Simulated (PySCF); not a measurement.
SMILES Oc1cc[c]([GeH3])cc1 (C6H8GeO) (GFN2-xTB optimised geometry):

```
16

O     -1.762    -2.708     0.002
C     -1.037    -1.558     0.000
C     -1.724    -0.346    -0.002
C     -1.020     0.840    -0.002
C      0.371     0.855     0.000
Ge     1.341     2.545     0.017
C      1.042    -0.360     0.000
C      0.352    -1.558     0.000
H     -1.170    -3.470     0.002
H     -2.802    -0.362    -0.005
H     -1.560     1.778    -0.005
H      1.175     3.269     1.317
H      0.848     3.470    -1.050
H      2.802     2.312    -0.193
H      2.125    -0.370    -0.001
H      0.890    -2.498     0.000
```

Method: PBE/def2-TZVP (PySCF).

**Question.** What are the frontier orbital energies and the dipole moment?

**Answer.** HOMO-2 -7.48 eV, HOMO-1 -6.49 eV, HOMO -5.61 eV, LUMO -1.30 eV, LUMO+1 -1.03 eV; dipole moment 1.75 D.

Meta-Löwdin charges at PBE/def2-TZVP: O1 -0.44, C2 0.21, C3 -0.16, C4 -0.11, C5 -0.19, Ge6 0.30, C7 -0.11, C8 -0.18, H9 0.35, H10 0.13, H11 0.12, H12 -0.05, H13 -0.05, H14 -0.05, H15 0.12, H16 0.11.
